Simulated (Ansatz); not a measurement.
`C[O][Au]` + NH₃ → `C[O][Au-][NH3+]` at 600 K and 1 bar (adduct formation).

Program: Ansatz. Geometries: PBE0-D4/def2-TZVP. ΔE: electronic, gas phase. CCSD(T)/CBS adds triple-zeta CCSD(T) − MP2 to the extrapolated MP2 energy (def2 sets, frozen cores). This one scheme is used for every species. Elements past krypton have def2 core potentials. For Au outer-core shells are correlated without core-valence functions, which leaves a few kJ/mol of doubt a bond. One conformer a species, not always the lowest.

```tsv
species	CCSD(T)/CBS energy (Eh)	H − E (kJ/mol)	S (J/(mol·K))
`C[O][Au]`	-250.49639	141.5	345.0
NH₃	-56.50880	112.4	219.5
`C[O][Au-][NH3+]`	-307.08138	266.7	441.0
```

H − E and S are ideal-gas, rigid-rotor, harmonic terms from PBE0-D4/def2-TZVP, for one conformer and one mirror image of each species. 1 Eh = 2625.50 kJ/mol, R = 8.31446 J/(mol·K).

By hand: ΔE, ΔH, ΔS and ΔG.

ΔE = (-307.08138) − (-250.49639) − (-56.50880) = -0.07619 Eh = -200.0 kJ/mol. Δ(H − E) = 266.7 − 141.5 − 112.4 = 12.8, so ΔH = -187.2 kJ/mol. ΔS = 441.0 − 345.0 − 219.5 = -123.5 J/(mol·K). ΔG = -187.2 − 600 × (-123.5)/1000 = -113.1 kJ/mol.

By hand: the equilibrium constant, and the temperature at which ΔG would vanish if ΔH and ΔS stayed fixed.

log₁₀ K = −ΔG/(RT ln 10) = 9.8. ΔG = 0 at ΔH/ΔS = 1516 K.

The number of gas molecules changes by -1, which sets the sign of ΔS. A doubt of 5 kJ/mol in ΔE shifts log₁₀ K by 0.4 here. Other conformers and mirror images would add mixing entropy, several J/(mol·K) or more a flexible species. Modes under 60 cm⁻¹, often nearly free rotors, make the harmonic entropy too high. These are equilibria of isolated gas molecules and say nothing of rates. Largest T1 diagnostic: 0.033 (customary marks: 0.02 for closed shells, 0.045 for open ones).
